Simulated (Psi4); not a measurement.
CHCl₂F, singlet, geometry from GFN2-xTB; Psi4 1.11 with PBE/def2-SVPD.

Here is a job for Psi4.
```
memory 2 GB

molecule mol {
0 1
  F    -0.099757    1.523765   -0.461906
  C    -0.032563    0.448366    0.337441
  Cl    1.489671   -0.407242    0.032002
  Cl   -1.421702   -0.603825    0.012262
  H    -0.062298    0.784053    1.380019
}

set basis def2-svpd
set reference rks

energy('pbe')
print_variables()
```

### Question
What does Psi4 print? Leave out banner, timings and long lists.

### Answer

```
   => Loading Basis Set <=

    Name: DEF2-SVPD
    Role: ORBITAL
    Keyword: BASIS

         ---------------------------------------------------------
                                   SCF
               by Justin Turney, Rob Parrish, Andy Simmonett
                          and Daniel G. A. Smith
                              RKS Reference
         ---------------------------------------------------------

  ==> Geometry <==

    Molecular point group: c1
    Full point group: C1

    Geometry (in Angstrom), charge = 0, multiplicity = 1:

       Center              X                  Y                   Z               Mass
    ------------   -----------------  -----------------  -----------------  -----------------
         F           -0.100031982128     1.526081674775    -0.444371798988    18.998403162730
         C           -0.032837982128     0.450682674775     0.354975201012    12.000000000000
         CL           1.489396017872    -0.404925325225     0.049536201012    34.968852682000
         CL          -1.421976982128    -0.601508325225     0.029796201012    34.968852682000
         H           -0.062572982128     0.786369674775     1.397553201012     1.007825032230

  Running in c1 symmetry.

  Rotational constants: A =      0.23205  B =      0.10939  C =      0.07794 [cm^-1]
  Rotational constants: A =   6956.81603  B =   3279.37064  C =   2336.46330 [MHz]
  Nuclear repulsion =  210.991841082689291

  Charge       = 0
  Multiplicity = 1
  Electrons    = 50
  Nalpha       = 25
  Nbeta        = 25

  ==> Algorithm <==

  SCF Algorithm Type is DF.
  DIIS enabled.
  MOM disabled.
  Fractional occupation disabled.
  Guess Type is SAD.
  Energy threshold   = 1.00e-06
  Density threshold  = 1.00e-06
  Integral threshold = 1.00e-12

  ==> Primary Basis <==

  Basis Set: DEF2-SVPD
    Blend: DEF2-SVPD
    Number of shells: 43
    Number of basis functions: 105
    Number of Cartesian functions: 113
    Spherical Harmonics?: true
    Max angular momentum: 2

  ==> DFT Potential <==

   => LibXC <=

    Version 7.1.2
    S. Lehtola, C. Steigemann, M. J. T. Oliveira, and M. A. L. Marques,  SoftwareX 7, 1–5 (2018) (10.1016/j.softx.2017.11.002)

   => Composite Functional: PBE <=

    PBE GGA Exchange-Correlation Functional

    J.P. Perdew et. al., Phys. Rev. Lett., 77(18), 3865-3868, 1996

    Deriv               =              1
    GGA                 =           TRUE
    Meta                =          FALSE

    Exchange Hybrid     =          FALSE
    MP2 Hybrid          =          FALSE

   => Exchange Functionals <=

    1.0000     XC_GGA_X_PBE

   => Correlation Functionals <=

    1.0000     XC_GGA_C_PBE

   => LibXC Density Thresholds  <==

    XC_GGA_C_PBE:  1.00E-12
    XC_GGA_X_PBE:  1.00E-15

   => Molecular Quadrature <=

    Radial Scheme          =       TREUTLER
    Pruning Scheme         =           NONE
    Nuclear Scheme         =       TREUTLER

    Blocking Scheme        =         OCTREE
    BS radius alpha        =              1
    Pruning alpha          =              1
    Radial Points          =             75
    Spherical Points       =            302
    Total Points           =         109040
    Total Blocks           =            897
    Max Points             =            256
    Max Functions          =            103
    Weights Tolerance      =       1.00E-15

   => Loading Basis Set <=

    Name: (DEF2-SVPD AUX)
    Role: JKFIT
    Keyword: DF_BASIS_SCF

  ==> Integral Setup <==

  SCF_SUBTYPE=INCORE selected. In-core MEM_DF algorithm will be used.
  Using in-core AOs.

  ==> MemDFJK: Density-Fitted J/K Matrices <==

    J tasked:                   Yes
    K tasked:                    No
    wK tasked:                   No
    Algorithm:                 Core
    Schwarz Cutoff:           1E-12
    Mask sparsity (%):       0.9252
    Fitting Condition:        1E-10

   => Auxiliary Basis Set <=

  Basis Set: (DEF2-SVPD AUX)
    Blend: DEF2-UNIVERSAL-JKFIT
    Number of shells: 132
    Number of basis functions: 426
    Number of Cartesian functions: 512
    Spherical Harmonics?: true
    Max angular momentum: 4

  Minimum eigenvalue in the overlap matrix is 5.7868045492E-04.
  Reciprocal condition number of the overlap matrix is 7.4003021494E-05.
    Using symmetric orthogonalization.

  ==> Pre-Iterations <==

  SCF Guess: Superposition of Atomic Densities via on-the-fly atomic UHF (no occupation information).

   -------------------------
    Irrep   Nso     Nmo
   -------------------------
     A        105     105
   -------------------------
    Total     105     105
   -------------------------

  ==> Iterations <==

                           Total Energy        Delta E     RMS |[F,P]|

   @DF-RKS iter SAD: -1058.04392558890027   -1.05804e+03   0.00000e+00
   @DF-RKS iter   1: -1057.98950040324507    5.44252e-02   3.50573e-03 ADIIS/DIIS
   @DF-RKS iter   2: -1057.93329312131277    5.62073e-02   4.98958e-03 ADIIS/DIIS
   @DF-RKS iter   3: -1058.04432525238735   -1.11032e-01   1.24223e-03 ADIIS/DIIS
   @DF-RKS iter   4: -1058.05207789142378   -7.75264e-03   1.93840e-04 ADIIS/DIIS
   @DF-RKS iter   5: -1058.05229293890511   -2.15047e-04   3.58548e-05 DIIS
   @DF-RKS iter   6: -1058.05230007581667   -7.13691e-06   9.72083e-06 DIIS
   @DF-RKS iter   7: -1058.05230065346041   -5.77644e-07   2.05116e-06 DIIS
   @DF-RKS iter   8: -1058.05230067260618   -1.91458e-08   1.14083e-06 DIIS
   @DF-RKS iter   9: -1058.05230067726347   -4.65729e-09   3.25628e-07 DIIS
  Energy and wave function converged.

  ==> Post-Iterations <==

   Electrons on quadrature grid:
      Ntotal   =   49.9999892405 ; deviation = -1.076e-05

    Orbital Energies [Eh]
    ---------------------

    Doubly Occupied:

[...]
      25A     -0.287560

    Virtual:

[...]
    Final Occupation by Irrep:
              A
    DOCC [    25 ]
    NA   [    25 ]
    NB   [    25 ]

  @DF-RKS Final Energy: -1058.05230067726347

   => Energetics <=

    Nuclear Repulsion Energy =            210.9918410826892909
    One-Electron Energy =               -1880.3829388031113012
    Two-Electron Energy =                 683.4710780895591142
    DFT Exchange-Correlation Energy =     -72.1322810464004931
    Empirical Dispersion Energy =           0.0000000000000000
    VV10 Nonlocal Energy =                  0.0000000000000000
    Total Energy =                      -1058.0523006772634744

Computation Completed

Properties will be evaluated at   0.000000,   0.000000,   0.000000 [a0]

Properties computed using the SCF density matrix

 Multipole Moments:

 ------------------------------------------------------------------------------------
     Multipole            Electronic (a.u.)      Nuclear  (a.u.)        Total (a.u.)
 ------------------------------------------------------------------------------------

 L = 1.  Multiply by 2.5417464519 to convert [e a0] to [Debye]
 Dipole X            :          0.0158985           -0.0260123           -0.0101138
 Dipole Y            :         -0.1162676            0.2188846            0.1026170
 Dipole Z            :         -1.1870083            1.6567400            0.4697317
 Magnitude           :                                                    0.4809162

 ------------------------------------------------------------------------------------

  Variable Map:
  ----------------------------------------------------------------------------
[...]
  Array Variable Map:
  ----------------------------------------------------------------------------
[...]
[...]
```
